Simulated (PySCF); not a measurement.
Orbital energies and ionisation energy

Compound: C5H16Si2.
Cartesian coordinates in Å at the PBE0-D3(BJ)/def2-SVP level; atoms count from 1:
```
atom  x, y, z in Å
C1    -1.003   -0.693    1.398
C2    -0.806    0.514    0.482
C3    -2.140    1.067   -0.019
Si4    0.369    0.134   -0.961
C5    -0.391   -1.126   -2.136
C6     2.028   -0.504   -0.324
Si7    2.901    0.585    0.933
H8    -0.053   -1.050    1.825
H9    -1.464   -1.538    0.860
H10   -1.669   -0.448    2.243
H11   -0.303    1.309    1.066
H12   -2.006    1.956   -0.656
H13   -2.690    0.316   -0.609
H14   -2.793    1.357    0.822
H15    0.612    1.413   -1.707
H16    0.314   -1.378   -2.943
H17   -1.310   -0.737   -2.600
H18   -0.644   -2.059   -1.608
H19    2.699   -0.641   -1.190
H20    1.883   -1.505    0.121
H21    4.241    0.028    1.300
H22    2.094    0.699    2.188
H23    3.103    1.964    0.386
```

Level: wB97X-D/def2-SVPD (PySCF). Frontier orbitals with their largest atomic shares (Löwdin; up to four atoms above 4 %):

```
orbital  ε (eV)                            main atoms
 HOMO−3  -11.20  Si7 30 %, H23 26 %, C6 13 %, H22 7 %
 HOMO−2  -10.61  H15 26 %, Si4 26 %, C6 12 %, C5 10 %
 HOMO−1  -10.18  C6 28 %, C5 19 %, Si4 16 %, Si7 14 %
   HOMO   -9.60                                     ?
   LUMO    2.01    Si7 23 %, Si4 11 %, C6 7 %, C1 7 %
 LUMO+1    2.33   Si7 25 %, C5 11 %, H21 8 %, Si4 6 %
 LUMO+2    2.50    Si7 17 %, C3 10 %, C6 9 %, H22 7 %
```

Task: What vertical ionisation energy does ΔSCF give, and how far is −ε(HOMO) from it?

Result: ΔSCF: 9.65 eV (931 kJ/mol; threshold wavelength 128 nm); ⟨S²⟩ of the doublet left behind is 0.753, against 0.75 for a pure doublet. −ε(HOMO) is 9.60 eV, 0.05 eV below it. For the exact functional −ε(HOMO) would equal the first vertical ionisation energy; wB97X-D (range-separated hybrid) comes within 0.05 eV of that here.

Task: On which atoms does the HOMO lie?

Result: C2 (sp3 carbon bound to silicon) 32 %, Si4 (SiH silicon) 18 %, C3 (methyl carbon) 8 %, C1 (methyl carbon) 8 %, so no atom holds as much as 40 %. The HOMO−1 lies 0.58 eV lower.

Task: How many of the 10 lowest singlet excitations (vertical TDDFT, same level) lie below the ionisation energy?

Result: All 10; they run from 7.78 to 8.83 eV.

Task: Shift the occupied levels rigidly so that −ε(HOMO) equals the ΔSCF value. What binding energies result?

Result: The shift is +0.05 eV: HOMO 9.65, HOMO−1 10.23, HOMO−2 10.66, HOMO−3 11.25 eV. A rigid shift is only a rough guide to the deeper ionisations.

Task: With α = 115.3 au, estimate the like-pair dispersion coefficient by London's formula C6 = (3/4)α²I.

Result: I = 0.3548 Eh, so C6 ≈ 3540 au, a rough estimate.

Task: What total energies stand behind the ΔSCF value?

Result: E(N) = -778.79426 Eh and E(N − 1) = -778.43949 Eh at the same geometry, 0.35477 Eh apart.

The structure is a single PBE0-D3(BJ)/def2-SVP conformer in the gas phase; no vibrational or solvent corrections.

wB97X-D is run here without its empirical dispersion term; that term would change no orbital, density or response property at a fixed geometry.
